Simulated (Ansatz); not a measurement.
Mulliken charges of BClFH$_{4}$NSi (`N[SiH](F)BCl`) from PBE/def2-TZVPP in Ansatz (PBE0-D4/def2-TZVP geometry).

| atom | x (Å) | y (Å) | z (Å) | charge (e) |
| --- | --- | --- | --- | --- |
| N1 | 0.155 | -0.650 | -1.339 | -0.371 |
| Si2 | 0.399 | -0.524 | 0.336 | 0.453 |
| F3 | 1.908 | -0.159 | 0.771 | -0.280 |
| B4 | -0.742 | 0.998 | 1.015 | 0.061 |
| Cl5 | -0.934 | 2.403 | -0.002 | -0.096 |
| H6 | 0.410 | -1.466 | -1.869 | 0.156 |
| H7 | 0.061 | 0.168 | -1.919 | 0.154 |
| H8 | 0.137 | -1.860 | 0.924 | -0.109 |
| H9 | -1.306 | 1.043 | 2.066 | 0.032 |

**Question.** By hand: the dipole of these point charges (1 e Å = 4.8032 D).

**Answer.** Σ q r = (-0.350, -0.088, -0.126) e Å, of length 0.382 e Å = 1.83 D.

**Question.** How does the dipole of the full density compare? (Estimate.)

**Answer.** The calculation gave: (-0.183, -0.099, -0.313) e Å, 1.81 D; the point charges give 1.01 times that, at 39° from its direction.

Point charges leave out the atoms' own dipoles, such as those of lone pairs, and Mulliken's split depends on the basis, so the two needn't agree.
